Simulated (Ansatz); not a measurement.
Ideal-gas functions of `[BH2][GeH2][Cl]` at 600 K and 1 bar, from an Ansatz frequency run at PBE0-D4/def2-TZVP.

Molar mass 122.91 g/mol, point group Cs (symmetry number 1), electronic degeneracy 1, moments of inertia 42.223, 154.03, 189.954 u Å². Harmonic wavenumbers (cm⁻¹, unscaled): 121, 146, 333, 413, 562, 613, 644, 769, 849, 917, 1157, 2139, 2142, 2603, 2707.

Use S(trans) = R[1.5 ln M + 2.5 ln T − 1.1517]; rotational temperatures θ = 24.2544 K / I; S(rot) = R[ln(√π/σ · √(T³/θAθBθC)) + 1.5]; for each mode x = 1.438777 ν̃/T, S = R[x/(eˣ − 1) − ln(1 − e⁻ˣ)] and H = RT x/(eˣ − 1); 1 cm⁻¹ = 0.0119627 kJ/mol; R = 8.31446 J/(mol·K).

Q: By hand: the entropy, in J/(mol·K).

A: Translation 183.4. Rotation: θ = 0.5744, 0.1575, 0.1277 K, giving 115.6. Vibration, mode by mode: 18.63, 17.08, 10.40, 8.73, 6.44, 5.82, 5.48, 4.31, 3.71, 3.26, 2.07, 0.30, 0.30, 0.12, 0.09, in all 86.7. Electronic 0.0. Sum 385.7 J/(mol·K).

Q: By hand: H − E and G − E in kJ/mol, counted from the electronic energy.

A: Zero-point energy ½ × 16115 × 0.0119627 = 96.4; thermal vibration 27.2; translation, rotation and pV give 4 RT = 20.0. H − E = 143.6 kJ/mol, and G − E = 143.6 − 600 × 385.7/1000 = -87.8 kJ/mol.

Vibration gives 22 % of the entropy, 35.7 J/(mol·K) of it from the modes under 150 cm⁻¹: soft modes count most, and the harmonic formula is weakest for them.
